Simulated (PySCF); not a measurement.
Vertical excitations of a molecule C5H9O, multiplicity 2 from TDA-ωB97X/def2-SVPD run with PySCF, as energy in eV (oscillator strength): 3.78 (0.001), 4.28 (0.011), 5.44 (0.013), 5.90 (0.001), 6.07 (0.041), 6.14 (0.000), 6.34 (0.003), 6.57 (0.009), 6.84 (0.010), 6.96 (0.001). Geometry optimised at B3LYP-D3(BJ)/def2-SVP. Other conformers were not sampled.

Problem. Which structure fits?
A. [CH2]CCC(C)=O
B. CC(C)(C)[C]=O
C. CC(C)C[C]=O
D. C[CH]CC(C)=O

Solution. D, C[CH]CC(C)=O
